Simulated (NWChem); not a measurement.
Molecule: MoNHOCl₂; SMILES [NH]=[Mo]([Cl])(=[O])[Cl]

```xyz
6

Mo     0.2363    -0.0229     0.0000
O      1.2786     1.2692     0.0000
N      1.1875    -1.4466     0.0000
H      2.1339    -1.8305     0.0000
Cl    -1.0021    -0.0060     1.9046
Cl    -1.0021    -0.0060    -1.9046
```
Atoms are numbered in this order, from 1.

Level: PBE0/def2-SVP with def2 effective core potentials on Mo (NWChem), optimised geometry, unscaled harmonic frequencies. def2 effective core potentials on Mo; no spin-orbit coupling.

```tsv
frequency (cm⁻¹)	IR intensity (km/mol)
111	1.2
177	1.0
213	1.6
223	1.7
318	23.2
410	34.1
435	53.2
537	147.0
671	131.9
1022	112.8
1075	116.1
3603	241.8
```

```json
{
 "zero_point_energy": "12.6 kcal/mol",
 "thermal correction to the enthalpy at 298.15 K (with zero-point energy)": "17.3 kcal/mol",
 "heat capacity Cv": "20.6 cal/(mol K)",
 "entropy at 298.15 K and 1 atm (symmetry number 1)": "83.8 cal/(mol K)"
}
```

Rigid rotor and harmonic oscillator.
